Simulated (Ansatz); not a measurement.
Cost and result for the atomization energy of C₂H₅NZn, SMILES `[CH2]1N[CH2][Zn]1` (9 atoms, 9 bonds).

Cartesian coordinates in Å:
```
C 0.2135 -1.1885 0.0152
N -0.0911 0.0027 -0.6082
C -0.3805 1.1403 0.1147
Zn 1.2986 0.2694 1.4484
H 0.6189 -1.9550 -0.6334
H -0.5271 -1.5407 0.7267
H 0.4566 0.1779 -1.4382
H -0.4043 2.0565 -0.4621
H -1.1846 1.0372 0.8369
```

Charge 0, multiplicity 1. For Zn the d shell is correlated and the shells below it are frozen. Scalar relativity is left out up to krypton. The geometry is a stationary point of PBE0-D4/def2-TZVP. Program: Ansatz. All runs use 4 threads of an Intel Xeon on a shared host. Times are those of one run each, without the atoms' runs, and a repeat can differ threefold. Electronic energies, without spin–orbit coupling; frozen cores. CCSD(T)/CBS adds CCSD(T) − MP2 in def2-TZVPP to the MP2 limit, and its time is that of the two runs behind it. T1 = 0.015; the RHF reference is unstable towards UHF. With those shells the extrapolation isn't a true limit. B3LYP takes the VWN-RPA correlation (the form of Gaussian; ORCA's B3LYP/G).

CCSD(T)/CBS is a level of theory with its own doubt, some kJ/mol a heavy atom from the limit and from the frozen cores, so smaller differences don't rank the functionals.

| level | functions | wall time | atomization (kcal/mol) | difference from CCSD(T)/CBS | per bond |
| --- | --- | --- | --- | --- | --- |
| PBE-D4/def2-TZVPP (with forces) | 227 | 1.9 s | 731.1 | 30.1 | 3.3 |
| PBE0-D4/def2-TZVPP | 227 | 2.1 s | 710.1 | 9.1 | 1.0 |
| r2SCAN-D4/def2-TZVPP (with forces) | 227 | 3.1 s | 709.3 | 8.3 | 0.9 |
| B3LYP-D4/def2-TZVPP (with forces) | 227 | 3.4 s | 705.8 | 4.8 | 0.5 |
| B2PLYP/def2-TZVPP | 227 | 4.4 s | 696.9 | -4.1 | -0.5 |
| ωB97X-V/def2-TZVPP | 227 | 5.5 s | 700.0 | -1.0 | -0.1 |
| ωB97M-V/def2-TZVPP (with forces) | 227 | 7.5 s | 701.7 | 0.7 | 0.1 |
| MP2/def2-QZVPP | 421 | 18 s | 708.7 | 7.7 | 0.9 |
| CCSD(T)/def2-TZVPP | 227 | 59 s | 681.5 | -19.5 | -2.2 |
| CCSD(T)/CBS(def2) | – | 77 s | 701.0 | 0.0 | 0.0 |

The D4 term adds +6.5 kcal/mol with B3LYP and +3.3 kcal/mol with PBE0; it sums over pairs of atoms, weighted by their polarisabilities, and B3LYP, whose exchange is more repulsive, gets the larger term. In def2-TZVPP, CCSD(T) changes the Hartree–Fock value by +217.6 kcal/mol (the triples alone add +16.9 kcal/mol) and MP2 by +233.2 kcal/mol; breaking electron pairs costs correlation energy, which Hartree–Fock lacks. From PBE to PBE0 (25 % exact exchange), in def2-TZVPP and without D4, the atomization energy moves by −20.3 kcal/mol: exact exchange takes away binding that semilocal exchange gives to molecules.
